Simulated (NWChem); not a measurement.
System: MgSiH$_{3}$OF; SMILES [F][Mg][O][SiH3]

The following NWChem deck was run.

```
start job
memory heap 200 mb stack 900 mb global 1100 mb
geometry units angstroms noautosym nocenter noautoz
  Mg     0.017340    -1.444133     0.000000
  F      0.189167    -3.172693     0.000000
  O     -0.160735     0.340170     0.000000
  Si    -0.317285     1.966004     0.000000
  H     -1.061039     2.447779    -1.202315
  H      1.011837     2.647527     0.000000
  H     -1.061039     2.447779     1.202315
end
basis spherical
  * library pcsseg-1
end
dft
  xc kt2
  iterations 150
end
property
  shielding 5 1 2 3 4 5
end
task dft property
```

NWChem printed, in part:

```
             Northwest Computational Chemistry Package (NWChem) 7.3.0
             --------------------------------------------------------

                             Geometry "geometry" -> ""
                             -------------------------

 Output coordinates in angstroms (scale by  1.889725989 to convert to a.u.)

  No.       Tag          Charge          X              Y              Z
 ---- ---------------- ---------- -------------- -------------- --------------
    1 Mg                  12.0000     0.01734000    -1.44413300     0.00000000
    2 F                    9.0000     0.18916700    -3.17269300     0.00000000
    3 O                    8.0000    -0.16073500     0.34017000     0.00000000
    4 Si                  14.0000    -0.31728500     1.96600400     0.00000000
    5 H                    1.0000    -1.06103900     2.44777900    -1.20231500
    6 H                    1.0000     1.01183700     2.64752700     0.00000000
    7 H                    1.0000    -1.06103900     2.44777900     1.20231500

 Effective nuclear repulsion energy (a.u.)     174.5669784090

                              NWChem Property Module
                              ----------------------

  itol2e modified to match energy
  convergence criterion.

                                 NWChem DFT Module
                                 -----------------

 Summary of "ao basis" -> "ao basis" (spherical)
 ------------------------------------------------------------------------------
       Tag                 Description            Shells   Functions and Types
 ---------------- ------------------------------  ------  ---------------------
 Mg                         pcsseg-1                 8       16   4s4p
 F                          pcsseg-1                 7       17   3s3p1d
 O                          pcsseg-1                 7       17   3s3p1d
 Si                         pcsseg-1                10       24   4s5p1d
 H                          pcsseg-1                 3        5   2s1p

  itol2e modified to match energy
  convergence criterion.

            General Information
            -------------------
          SCF calculation type: DFT
          Wavefunction type:  closed shell.
          No. of atoms     :     7
          No. of electrons :    46
           Alpha electrons :    23
            Beta electrons :    23
          Charge           :     0
          Spin multiplicity:     1
          Use of symmetry is: off; symmetry adaption is: off
          Maximum number of iterations: 150
          AO basis - number of functions:    89
                     number of shells:    41
          Convergence on energy requested:  1.00D-07
          Convergence on density requested:  1.00D-05
          Convergence on gradient requested:  5.00D-04

              XC Information
              --------------
                          KT2 Method XC Functional
                        Slater Exchange Functional  1.072 local
                           KT1 gradient correction  1.000 non-local
            Perdew 1991 LDA Correlation Functional  0.577 local

             Grid Information
             ----------------
          Grid used for XC integration:  fine
          Radial quadrature: Mura-Knowles
          Angular quadrature: Lebedev.
          Tag              B.-S. Rad. Rad. Pts. Rad. Cut. Ang. Pts.
          ---              ---------- --------- --------- ---------
          Mg                  1.50      123          12.0       770
          F                   0.50       70          14.0       590
          O                   0.60       70           8.0       590
          Si                  1.10      123          13.0       770
          H                   0.35       60          14.0       590
          Grid pruning is: on
          Number of quadrature shells:   566
          Spatial weights used:  Erf1

      Superposition of Atomic Density Guess
      -------------------------------------

 Sum of atomic energies:        -664.01217374

      Non-variational initial energy
      ------------------------------

 Total energy =    -664.469468
 1-e energy   =   -1270.611199
 2-e energy   =     431.574752
 HOMO         =      -0.395731
 LUMO         =      -0.126369

   convergence    iter        energy       DeltaE   RMS-Dens  Diis-err
 ---------------- ----- ----------------- --------- --------- ---------
 d= 0,ls=0.0,diis     1   -673.2433978885 -8.48D+02  2.74D-02  1.54D+00
 d= 0,ls=0.0,diis     2   -672.6428838305  6.01D-01  2.12D-02  7.74D+00
 d= 0,ls=0.0,diis     3   -673.3817492935 -7.39D-01  2.13D-03  6.61D-02
 d= 0,ls=0.0,diis     4   -673.3859905280 -4.24D-03  9.84D-04  9.86D-03
 d= 0,ls=0.0,diis     5   -673.3865454100 -5.55D-04  3.62D-04  4.59D-03
  Resetting Diis
 d= 0,ls=0.0,diis     6   -673.3869278817 -3.82D-04  7.29D-05  4.90D-05
 d= 0,ls=0.0,diis     7   -673.3869343306 -6.45D-06  3.63D-05  3.79D-06
 d= 0,ls=0.0,diis     8   -673.3869335260  8.05D-07  2.19D-05  1.33D-05
 d= 0,ls=0.0,diis     9   -673.3869346858 -1.16D-06  4.16D-06  2.87D-07
 d= 0,ls=0.0,diis    10   -673.3869347099 -2.41D-08  1.07D-06  2.73D-08

         Total DFT energy =     -673.386934709871
      One electron energy =    -1276.506718082260
           Coulomb energy =      493.384180540158
    Exchange-Corr. energy =      -64.831375576818
 Nuclear repulsion energy =      174.566978409049

 Numeric. integr. density =       45.999999198594

                       DFT Final Molecular Orbital Analysis
                       ------------------------------------

 Vector   21  Occ=2.000000D+00  E=-2.907876D-01
              MO Center=  1.8D-01, -3.1D+00, -2.0D-06, r^2= 8.4D-01
   Bfn.  Coefficient  Atom+Function         Bfn.  Coefficient  Atom+Function
  ----- ------------  ---------------      ----- ------------  ---------------
    23      0.469218  2 F  px                26      0.467472  2 F  px
    20      0.259698  2 F  px                14      0.122840  1 Mg px
    24      0.046602  2 F  py                27      0.046419  2 F  py
    80     -0.036293  6 H  s                  5     -0.029243  1 Mg px
     8     -0.027525  1 Mg px                64     -0.027536  4 Si px

 Vector   22  Occ=2.000000D+00  E=-2.461381D-01
              MO Center= -4.8D-03,  1.2D+00, -2.8D-06, r^2= 2.7D+00
   Bfn.  Coefficient  Atom+Function         Bfn.  Coefficient  Atom+Function
  ----- ------------  ---------------      ----- ------------  ---------------
    43      0.399255  3 O  px                40      0.353762  3 O  px
    80     -0.287718  6 H  s                 81     -0.257452  6 H  s
    37      0.191413  3 O  px                64     -0.161458  4 Si px
    75      0.143756  5 H  s                 85      0.143753  7 H  s
    76      0.128671  5 H  s                 86      0.128668  7 H  s

 Vector   23  Occ=2.000000D+00  E=-2.461368D-01
              MO Center= -4.8D-01,  1.1D+00,  2.8D-06, r^2= 2.7D+00
   Bfn.  Coefficient  Atom+Function         Bfn.  Coefficient  Atom+Function
  ----- ------------  ---------------      ----- ------------  ---------------
    45      0.401128  3 O  pz                42      0.355418  3 O  pz
    75      0.249114  5 H  s                 85     -0.249115  7 H  s
    76      0.222949  5 H  s                 86     -0.222951  7 H  s
    39      0.192310  3 O  pz                66     -0.162248  4 Si pz
    16      0.081534  1 Mg pz                71     -0.077897  4 Si d -1

 Vector   24  Occ=0.000000D+00  E=-8.503563D-02
              MO Center=  4.5D-03, -1.3D+00,  1.4D-08, r^2= 4.9D+00
   Bfn.  Coefficient  Atom+Function         Bfn.  Coefficient  Atom+Function
  ----- ------------  ---------------      ----- ------------  ---------------
     3      0.626316  1 Mg s                  4      0.616244  1 Mg s
    36     -0.376137  3 O  s                  2     -0.292796  1 Mg s
    19     -0.228293  2 F  s                 44      0.192763  3 O  py
    54     -0.185266  4 Si s                 27     -0.142820  2 F  py
    68     -0.128227  4 Si py                24     -0.117089  2 F  py

 Vector   25  Occ=0.000000D+00  E= 1.719735D-02
              MO Center= -2.9D-01,  1.7D+00,  1.9D-09, r^2= 5.4D+00
   Bfn.  Coefficient  Atom+Function         Bfn.  Coefficient  Atom+Function
  ----- ------------  ---------------      ----- ------------  ---------------
    68      1.281378  4 Si py                36      0.503713  3 O  s
    76     -0.435948  5 H  s                 81     -0.434979  6 H  s
    86     -0.435948  7 H  s                 54      0.334719  4 Si s
    44      0.322291  3 O  py                 3      0.311836  1 Mg s
     4      0.284672  1 Mg s                 65      0.271291  4 Si py

 Vector   26  Occ=0.000000D+00  E= 3.729496D-02
              MO Center=  1.7D-02, -1.4D+00, -9.9D-09, r^2= 3.1D+00
   Bfn.  Coefficient  Atom+Function         Bfn.  Coefficient  Atom+Function
  ----- ------------  ---------------      ----- ------------  ---------------
    14      1.049749  1 Mg px                26     -0.169468  2 F  px
    43     -0.165693  3 O  px                64     -0.134944  4 Si px
     5     -0.130083  1 Mg px                23     -0.129325  2 F  px
    40     -0.111222  3 O  px                 8     -0.110215  1 Mg px
    81      0.107312  6 H  s                 15      0.104546  1 Mg py

     Multipole analysis of the density
     ---------------------------------

     L   x y z        total         alpha         beta         nuclear
     -   - - -        -----         -----         ----         -------
     0   0 0 0      0.000000    -23.000000    -23.000000     46.000000

     1   1 0 0      0.005641      4.658659      4.658659     -9.311678
     1   0 1 0     -0.053961      7.621999      7.621999    -15.297959
     1   0 0 1      0.000000      0.000000      0.000000      0.000000

     2   2 0 0    -24.057239    -21.344008    -21.344008     18.630778
     2   1 1 0      1.353250     31.723306     31.723306    -62.093361
     2   1 0 1     -0.000000     -0.000000     -0.000000      0.000000
     2   0 2 0    -37.424326   -357.339839   -357.339839    677.255353
     2   0 1 1      0.000000      0.000000      0.000000      0.000000
     2   0 0 2    -23.920965    -17.122675    -17.122675     10.324385

          -----------------------------------------
          Chemical Shielding Tensors (GIAO, in ppm)
          -----------------------------------------

                                NWChem CPHF Module
                                ------------------

  scftype          =     RHF
  nclosed          =       23
  nopen            =        0
  variables        =     1518
  # of vectors     =        3
  tolerance        = 0.10D-03
  level shift      = 0.00D+00
  max iterations   =       50
  max subspace     =       30

 SCF residual:    7.1215175412050867E-005

Iterative solution of linear equations
  No. of variables     1518
  No. of equations        3
  Maximum subspace       30
        Iterations       50
       Convergence  1.0D-04

   iter   nsub   residual    time
   ----  ------  --------  ---------
     1      3    1.93D-05      16.7

      Atom:    1  Mg
        Diamagnetic
    706.6502     -0.8999      0.0000
     -0.8999    715.6179      0.0000
      0.0000      0.0000    706.5607

        Paramagnetic
   -256.2652    -24.9283     -0.0000
    -24.9283     -7.8036     -0.0000
     -0.0000     -0.0000   -258.7331

        Total Shielding Tensor
    450.3851    -25.8283     -0.0000
    -25.8283    707.8143     -0.0000
     -0.0000     -0.0000    447.8276

           isotropic =     535.3423
          anisotropy =     262.5567

          Principal Components and Axis System
                 1           2           3
              710.3802    447.8276    447.8192

      1        -0.0989     -0.0000      0.9951
      2         0.9951     -0.0000      0.0989
      3        -0.0000      1.0000      0.0000

      Atom:    2  F
        Diamagnetic
    466.2191     -2.0536      0.0000
     -2.0536    486.7031     -0.0000
      0.0000     -0.0000    466.0152

        Paramagnetic
    -71.2616     -6.9572      0.0000
     -6.9572     -1.9168     -0.0000
      0.0000     -0.0000    -71.9557

        Total Shielding Tensor
    394.9574     -9.0108      0.0000
     -9.0108    484.7862     -0.0000
      0.0000     -0.0000    394.0595

           isotropic =     424.6011
          anisotropy =      91.6202

          Principal Components and Axis System
                 1           2           3
              485.6812    394.0625    394.0595

      1        -0.0988      0.9951     -0.0000
      2         0.9951      0.0988     -0.0000
      3        -0.0000      0.0000      1.0000

      Atom:    3  O
        Diamagnetic
    388.0521     -3.9137      0.0000
     -3.9137    427.8304     -0.0000
      0.0000     -0.0000    387.6692

        Paramagnetic
     -0.9849     10.7474      0.0000
     10.7474   -111.9178      0.0000
      0.0000      0.0000     -0.0162

        Total Shielding Tensor
    387.0672      6.8337      0.0000
      6.8337    315.9126      0.0000
      0.0000      0.0000    387.6531

           isotropic =     363.5443
          anisotropy =      36.2599

          Principal Components and Axis System
                 1           2           3
              387.7175    387.6531    315.2622

      1         0.9955     -0.0000     -0.0947
      2         0.0947     -0.0000      0.9955
      3         0.0000      1.0000     -0.0000

      Atom:    4  Si
        Diamagnetic
    880.3345     -0.6897      0.0000
     -0.6897    887.4063     -0.0000
      0.0000     -0.0000    880.2680

        Paramagnetic
   -530.7392    -14.4976      0.0000
    -14.4976   -381.5827     -0.0000
      0.0000     -0.0000   -532.0905

        Total Shielding Tensor
    349.5953    -15.1873      0.0000
    -15.1873    505.8236     -0.0000
      0.0000     -0.0000    348.1774

           isotropic =     401.1988
          anisotropy =     159.1313

          Principal Components and Axis System
                 1           2           3
              507.2863    348.1774    348.1326

      1        -0.0959      0.0000      0.9954
      2         0.9954      0.0000      0.0959
      3        -0.0000      1.0000     -0.0000

      Atom:    5  H
        Diamagnetic
     27.0896     -2.9385      5.4922
     -2.9385     27.6067     -4.4030
      5.4922     -4.4030     32.3590

        Paramagnetic
     -2.8855      0.8783     -3.3444
      0.8783     -0.1527      1.6332
     -3.3444      1.6332     -6.3561

        Total Shielding Tensor
     24.2041     -2.0602      2.1478
     -2.0602     27.4540     -2.7698
      2.1478     -2.7698     26.0028

           isotropic =      25.8870
          anisotropy =       7.5079

          Principal Components and Axis System
                 1           2           3
               30.8923     24.0089     22.7598

      1        -0.4041      0.3055      0.8622
      2         0.7084      0.7009      0.0836
      3        -0.5788      0.6445     -0.4996
```

Level: KT2/pcSseg-1, GIAO. Geometry: optimised at B3LYP/6-31G* (spherical d). The printed shielding anisotropy is the first printed principal value minus the mean of the other two.
